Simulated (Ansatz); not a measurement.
Input for Ansatz (a first-principles code): U-B97M-V/def2-TZVPP on SeF, 2S+1 = 2, a spin state set in the input, which need not be the lowest, a point of a bond scan (R = 1.745 Å).

Ansatz 0.2 input:
```yaml
crystal:
  periodic: [false, false, false]
  atoms:
    - {symbol: F, position_ang: [0.00000000, 0.00000000, 0.00000000]}
    - {symbol: Se, position_ang: [0.00000000, 0.00000000, 1.74451500]}
basis:
  gaussian:
    orbitals: def2-TZVPP
    pivot_positions_ang: [[0.00000000, 0.00000000, 0.00000000], [0.00000000, 0.00000000, 1.74451500]]
hamiltonian:
  xc: {name: B97M-V}
magnetization: {spin_polarized: true, initial_magnetization: 1}
output: {forces: true, orbitals: {seedname: ./end}}
```

Program output:

```
WARN ansatz: RAYON_NUM_THREADS=2 ignored (pool sized by the plan → 2); use --threads N
Functional definition: B97M-V
integrals: 0.02 GiB planned
543 factors; their error is unknown
mean field: 0.30 GiB planned
mean field evaluation 1: about -68051.8882 eV, gradient 2.2e1 eV
mean field evaluation 2: about -68038.1630 eV, gradient 6.5e1 eV
mean field evaluation 4: about -68053.2869 eV, gradient 1.4e0 eV
mean field evaluation 8: about -68053.2982 eV, gradient 2.7e-2 eV
mean field evaluation 16: about -68053.2682 eV, gradient 3.5e-5 eV
mean field -68053.26821916 eV, -2500.9114788922 hartree, gradient 3.5e-5 eV, S^2 0.753885; 1 other end points of the search recorded, 0 dependent functions left out
the calculation of the forces begins
reference -68053.26825286 eV, -2500.9114801306 hartree; 22, 21 occupied and 57, 58 virtual orbitals, 543 factors
Total energy: -68053.26825286 eV, -2500.9114801306 hartree
Atom 0 at     0.000000     0.000000     0.000000 Å, force     0.000000    -0.000000     0.182546 eV/Å
Atom 1 at     0.000000     0.000000     1.744515 Å, force     0.000000     0.000000    -0.182546 eV/Å
Dipole moment:    -0.000000     0.000000     0.288054 e Å
```

The run converged.

Cost: very roughly 5 core-seconds.
